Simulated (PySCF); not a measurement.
Zn(I)(OH) (HIOZn), SMILES [OH][Zn][I]. Geometry: B3LYP-D3(BJ)/def2-TZVP. The def2 effective core potentials stand for the cores of I; spin–orbit coupling is left out. One conformer was computed; it need not be the lowest.

These are B3LYP-D3(BJ)/def2-TZVP (PySCF) values and carry that method's errors.

Harmonic wavenumbers (cm⁻¹): 113, 119, 241, 667, 763, 3840. Rotational constants (GHz): 695.4, 1.162, 1.160; symmetry number 1.

Work out the zero-point energy and the ideal-gas rigid-rotor harmonic-oscillator thermochemistry at 298.15 K and 1 atm.

ZPE = ½ Σ hcν = ½ × 5743 cm⁻¹ = 8.21 kcal/mol. H − E(el) = 11.91 kcal/mol. Entropy in cal/(mol K): translation 41.92, rotation 23.35, vibration 8.71, total 73.98. G − E(el) = -10.15 kcal/mol. Cp = 15.21 cal/(mol K). Modes under 150 cm⁻¹ make the vibrational entropy uncertain.
